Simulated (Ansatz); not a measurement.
`[CH3][W]([F])(=[S])=[S]` + `CC1=C(O)C1` → `[CH3][W]([OH])(=[S])=[S]` + `CC1=C(F)C1`  (formal exchange of groups at a W–F bond)

Computed with Ansatz on PBE0-D4/def2-TZVP structures; ΔE is electronic, products minus reactants. CCSD(T)/CBS is the MP2 limit (def2-TZVPP, def2-QZVPP) plus CCSD(T) − MP2 in def2-TZVPP, frozen cores. Functionals use def2-TZVPP. B3LYP here is the variant with VWN-RPA as its local correlation; programs differ in this. Elements past krypton have def2 core potentials. For W outer-core shells are correlated without core-valence functions, which leaves a few kJ/mol of doubt a bond. Each species was taken in one conformer, which may not be the lowest.

`[CH3][W]([F])(=[S])=[S]`:

Z-matrix (Å, degrees):
```
C
W 1 2.089
H 1 1.091 2 112.4
H 1 1.095 2 108.3 3 -120.2
H 1 1.095 2 108.4 3 120.3
F 2 1.849 1 109.6 3 179.6
S 2 2.115 1 104.2 3 -58.0
S 2 2.115 1 104.2 3 57.3
```

`CC1=C(O)C1`:

Z-matrix (Å, degrees):
```
C
C 1 1.469
H 1 1.095 2 111.0
H 1 1.094 2 111.0 3 -118.8
H 1 1.092 2 111.5 3 120.6
C 2 1.290 1 155.2 3 -120.4
C 2 1.529 1 142.8 3 59.5
O 6 1.332 2 152.9 1 -0.0
H 7 1.094 2 119.6 1 -73.7
H 7 1.094 2 119.6 1 73.8
H 8 0.964 6 108.9 2 -0.0
```

`[CH3][W]([OH])(=[S])=[S]`:

Cartesian coordinates in Å:
```
C -0.141 -0.265 1.317
W 0.267 0.423 -0.622
O 0.017 -1.005 -1.797
S -1.069 2.043 -0.919
S 2.285 1.079 -0.549
H 0.529 -1.101 1.543
H -1.182 -0.599 1.373
H 0.017 0.522 2.056
H -0.724 -1.097 -2.403
```

`CC1=C(F)C1`:

```xyz
10

C     1.224    0.678   -0.547
C     0.122    0.002    0.143
C    -0.478   -0.568    1.120
F    -0.451   -0.975    2.369
C    -1.324   -0.513   -0.067
H     0.909    1.663   -0.904
H     1.542    0.104   -1.422
H     2.083    0.808    0.114
H    -1.485   -1.408   -0.674
H    -2.141    0.210   -0.132
```

```csv
level,ΔE (kJ/mol),difference from CCSD(T)/CBS
PBE-D4,45.4,5.3
r2SCAN-D4,45.6,5.5
PBE0-D4,44.3,4.2
B3LYP-D4,43.0,2.9
ωB97X-V,43.2,3.1
B2PLYP,43.3,3.2
r2SCAN,45.8,5.7
B3LYP,44.3,4.2
HF/def2-TZVPP,41.5,1.4
CCSD/def2-TZVPP,39.3,-0.8
CCSD(T)/def2-TZVPP,39.0,-1.1
HF/def2-QZVPP,42.1,2.0
MP2/def2-QZVPP,41.8,1.7
HF/CBS(def2),42.1,2.0
MP2/CBS(def2),42.0,1.9
CCSD/CBS(def2),40.4,0.3
CCSD(T)/CBS,40.1,0
```

Largest T1 diagnostic among the species: 0.022, so the coupled-cluster value is less sure than usual.
